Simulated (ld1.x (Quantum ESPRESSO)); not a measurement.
Scattering properties, PAW potential for Lu

```json
{
  "Element": "lutetium (Lu)",
  "Generator": "ld1.x (Quantum ESPRESSO) 7.5",
  "Type": "PAW",
  "Functional": "PBE",
  "Relativity": "fully relativistic",
  "Frozen core": "[Kr] 4d10 5s2",
  "Valence charge": "23",
  "Reference configuration": "4f14 5p6 5d1.5 6s1.5 6p0",
  "Partial waves": "6s (bound): rcut 2.80, rcutus 3.70 bohr; 6s channel at 0.65 Ry: rcut 2.80, rcutus 3.70 bohr; 5p (bound): rcut 1.85, rcutus 2.25 bohr; 6p (bound, empty): rcut 1.85, rcutus 2.25 bohr; 5d (bound): rcut 2.55, rcutus 3.45 bohr; 5d channel at 0.65 Ry: rcut 2.55, rcutus 3.45 bohr; 4f (bound): rcut 0.55, rcutus 0.70 bohr; 4f channel at 4.35 Ry: rcut 0.55, rcutus 0.70 bohr",
  "Local potential": "all-electron potential smoothed inside 2.65 bohr (lloc = -1)",
  "Core correction": "Bessel-smoothed model core, default radius (core density twice the valence density)",
  "Augmentation charge": "BESSEL, radius 0.60 bohr"
}
```

Open shells are filled in proportion to 2j + 1 (rel_dist='average').

The phase is arctan(r·u′/u) with u = r·R(r), unwrapped; energies in Ry, scanned from -4 to 5 Ry. A pole is an energy at which the radial function vanishes at the test radius. The pseudo phase is shifted by a multiple of π to meet the all-electron one at the reference energy, and phase errors are pseudo minus all-electron; the curves can meet again beyond the range given. Levels narrower than the energy grid can be missing from the lists of poles.

Question: For each channel, where are the poles, and over which energies does the pseudopotential scatter like the atom?

Answer:

```
channel  radius (bohr)  reference energy (Ry)  poles, all-electron  poles, pseudo  unbroken range about the reference energy with phases within 0.05 rad  phase error 1 Ry above the reference energy (rad)
      s           3.98                  -0.33           0.26, 3.81     0.26, 3.79                                                              below 1.6                                             +0.000
   d3/2           3.98                  -0.12           0.07, 2.47     0.07, 1.85                                                              below 1.0                                             -0.014
   d5/2           3.98                  -0.10           0.12, 2.53     0.11, 1.90                                                              below 1.0                                             -0.013
   f5/2           3.98                  -0.73           1.89, 4.87     1.90, 4.87                                                        the whole range                                             +0.001
   f7/2           3.98                  -0.62           1.90, 4.89     1.91, 4.90                                                        the whole range                                             +0.001
```

The ghost test of this file was not conclusive.

Phases in the s channel:

```csv
E (Ry),all-electron,pseudo
-4.00,1.437,1.436
-3.76,1.432,1.431
-3.52,1.426,1.426
-3.28,1.420,1.420
-3.04,1.413,1.412
-2.80,1.405,1.404
-2.56,1.395,1.394
-2.32,1.383,1.383
-2.08,1.369,1.368
-1.84,1.350,1.349
-1.60,1.325,1.325
-1.36,1.290,1.289
-1.12,1.232,1.232
-0.88,1.124,1.123
-0.64,0.829,0.827
-0.40,-0.368,-0.369
-0.16,-1.262,-1.262
0.08,-1.489,-1.489
0.32,-1.591,-1.592
0.56,-1.661,-1.661
0.80,-1.726,-1.725
1.04,-1.802,-1.800
1.28,-1.919,-1.912
1.52,-2.167,-2.140
1.76,-2.911,-2.799
2.00,-3.965,-3.879
2.24,-4.342,-4.308
2.48,-4.489,-4.471
2.72,-4.566,-4.556
2.96,-4.616,-4.609
3.20,-4.651,-4.646
3.44,-4.678,-4.676
3.68,-4.701,-4.702
3.92,-4.721,-4.725
4.16,-4.741,-4.749
4.40,-4.760,-4.775
4.64,-4.781,-4.808
4.88,-4.805,-4.856
```
